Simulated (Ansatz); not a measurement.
Ti(OH)Cl3 (TiCl₃OH): single points at one geometry.

```yaml
crystal:
  periodic: [false, false, false]
  atoms:
    - {symbol: Ti, position_ang: [-0.025845, -0.049791, -0.372224]}
    - {symbol: O, position_ang: [0.093459, 0.173599, 1.337115]}
    - {symbol: H, position_ang: [0.158550, 0.304464, 2.290242]}
    - {symbol: Cl, position_ang: [1.982575, -0.144322, -1.228602]}
    - {symbol: Cl, position_ang: [-1.118832, 1.630052, -1.243656]}
    - {symbol: Cl, position_ang: [-1.089898, -1.914002, -0.782885]}
basis:
  gaussian: {orbitals: STO-3G}
hamiltonian: {xc: hf}
scf: {omitted_lower_state_checks: [starts]}
output: {orbitals: {seedname: orbitals}}
```

The file start.molden holds the orbitals of an earlier run on this structure, at another level or in another basis.

```sh
$ ansatz run in.yaml --threads 4 --pin off --events-out ev --progress --plain --max-ram 3916MiB
```

Output, abridged:

```
Functional definition: HF
623 factors; integrals over basis functions are off by at most 1.1e-4 eV
mean field evaluation 1: about -61992.2787 eV, gradient 4.0e1 eV
mean field evaluation 2: about -61992.3109 eV, gradient 4.0e1 eV
mean field evaluation 4: about -61998.3189 eV, gradient 1.8e0 eV
mean field evaluation 8: about -61998.3297 eV, gradient 3.1e-2 eV
mean field -61998.32968168 eV, -2278.3965918246 hartree, gradient 3.8e-5 eV, S^2 0.000000; 0 other end points of the search recorded, 0 dependent functions left out
reference -61998.32968168 eV, -2278.3965918246 hartree; 41, 41 occupied and 10, 10 virtual orbitals, 623 factors
Total energy: -61998.32968168 eV, -2278.3965918246 hartree
Checks for a lower state left out: starts
```

It took 0.2 s on 4 threads of Arm Neoverse V2 on a shared host.

The first input with `gaussian: {orbitals: def2-TZVP, initial_orbitals: start.molden}`, `hamiltonian: {xc: pbe}`, `correlation: {method: rpa}` and without the key `output` (abridged; 3.6 s):

```
Functional definition: PBE
mean field -62732.93745906 eV, -2305.3929297084 hartree, gradient 3.2e-6 eV, S^2 0.000000
21 core orbitals not correlated: weight in the atoms' cores, before any rotation towards them, 1.000 or more for the frozen orbitals, at most 0.000 for the correlated occupied ones
Total energy: -62706.44627007 eV, -2304.4193964693 hartree
Checks for a lower state left out: starts
```

As the first input, with `gaussian: {orbitals: def2-TZVPD, initial_orbitals: start.molden}`, `hamiltonian: {xc: r2scan, dispersion: d4}` (abridged; 5.5 s):

```
Functional definition: r2SCAN
mean field -62752.20184986 eV, -2306.1008830122 hartree, gradient 2.0e-5 eV, S^2 0.000000
Total energy: -62752.25313477 eV, -2306.1027676979 hartree
Checks for a lower state left out: starts
```

First input, but with `gaussian: {orbitals: 6-31G}`, `hamiltonian: {xc: {name: B3LYP}, dispersion: d4}` (abridged; 1.3 s):

```
Functional definition: B3LYP
mean field evaluation 16: about -62750.7381 eV, gradient 1.3e-4 eV
mean field -62750.73806314 eV, -2306.0470898426 hartree, gradient 1.4e-5 eV, S^2 0.000000
Total energy: -62751.10063793 eV, -2306.0604142204 hartree
Checks for a lower state left out: starts
```

The first input with `gaussian: {orbitals: def2-TZVPD, initial_orbitals: start.molden}`, `hamiltonian: {xc: pbe, dispersion: d4}` (abridged; 2.5 s):

```
Functional definition: PBE
mean field -62733.01852443 eV, -2305.3959088056 hartree, gradient 3.4e-5 eV, S^2 0.000000
Total energy: -62733.23958606 eV, -2305.4040326707 hartree
Checks for a lower state left out: starts
```

As the first input, with `gaussian: {orbitals: def2-SVP, initial_orbitals: start.molden}`, `hamiltonian: {xc: pbe0, dispersion: d4}` (abridged; 1.4 s):

```
Functional definition: PBE0
mean field -62717.25861400 eV, -2304.8167427797 hartree, gradient 2.9e-5 eV, S^2 0.000000
Total energy: -62717.45050989 eV, -2304.8237948236 hartree
Checks for a lower state left out: starts
```

As the first input, with `gaussian: {orbitals: def2-TZVP, initial_orbitals: start.molden}`, `hamiltonian: {xc: pbe, dispersion: d4}` (abridged; 1.6 s):

```
Functional definition: PBE
mean field -62732.93750416 eV, -2305.3929313654 hartree, gradient 3.2e-5 eV, S^2 0.000000
Total energy: -62733.15853339 eV, -2305.4010540398 hartree
Checks for a lower state left out: starts
```

Geometry: r2SCAN-D4/def2-SVP.

The 6-31G sets use Cartesian d functions. B3LYP takes the VWN-RPA correlation. Correlated methods freeze 21 core orbitals; core or outer-core shells of Ti are correlated, in sets that lack core-valence functions.
